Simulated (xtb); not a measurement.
In(NH2)3 (H6InN3), SMILES [In]([NH2])([NH2])[NH2]. All values are semi-empirical tight-binding results from xtb (GFN2-xTB unless named), good for trends rather than for accurate numbers. Coordinates come from a GFN2-xTB optimisation. The values are those of a single conformer.

For metal compounds this method's bond lengths and energies can be far off.

Computed properties:
The point group as xtb finds it is Cs. The orbital gap is 3.02 eV and the zero-point energy is 43.5 kcal/mol. The G − E(el) at 298.15 K (modified RRHO) is 22.7 kcal/mol.
